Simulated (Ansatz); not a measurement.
C$_{2}$H$_{5}$F$_{2}$In (`C[CH](F)[InH][F]`) at its PBE0-D4/def2-TZVP geometry, where that method's forces vanish. Total charge 0; spin multiplicity 1. In takes the def2 core potential.

```xyz
10

C    -0.8254    0.8437    0.5994
C     0.1413   -0.3085    0.6952
F     1.1184   -0.0315    1.6513
In    1.0692   -0.7756   -1.2145
F    -0.4381   -0.8378   -2.4884
H    -1.3186    1.0108    1.5619
H    -1.5887    0.6203   -0.1501
H    -0.3256    1.7709    0.3109
H    -0.3818   -1.2098    1.0321
H     2.5494   -1.0827   -1.9979
```

(1) What forces (eV/Å) does r2SCAN-D4/def2-TZVPP give on these atoms in Ansatz? (Estimate.)

Results:

(1) Ansatz gave: 
```
C1  -0.056  0.094 -0.032
C2  -0.244 -0.118 -0.145
F3   0.232  0.074  0.224
In4  0.122 -0.008 -0.009
F5  -0.049  0.003 -0.028
H6   0.007 -0.005 -0.006
H7   0.012  0.002  0.010
H8  -0.003 -0.015  0.001
H9   0.004 -0.026 -0.001
H10 -0.025  0.000 -0.014
```
